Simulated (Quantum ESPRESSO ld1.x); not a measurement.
Q: Species: the cadmium ion Cd38+. Configuration: [He] 2s1 2p6 3p1 (not the ground configuration). Calculated with ld1.x of Quantum ESPRESSO 7.5: Dirac Kohn-Sham, exchange-only B88, spin-unpolarised, spherical densities, point nucleus; open shells are shared between the two j in proportion to 2j + 1.

Spin-orbit splittings of the eigenvalues, e(l+1/2) - e(l-1/2), with zeta = 2 splitting/(2l+1) and mean radii in bohr:

| shell | occ. | splitting (eV) | zeta (eV) | <r> j=l-1/2 | <r> j=l+1/2 |
|---|---|---|---|---|---|
| 2p | 6 | ? | ? | 0.1081 | 0.1130 |
| 3p | 1 | 53.53 | 35.69 | 0.2903 | 0.2974 |
| 3d | 0 | 13.27 | 5.306 | 0.2569 | 0.2591 |

Estimate the 2p splitting.

A: 203.7 eV (zeta = 135.8 eV).
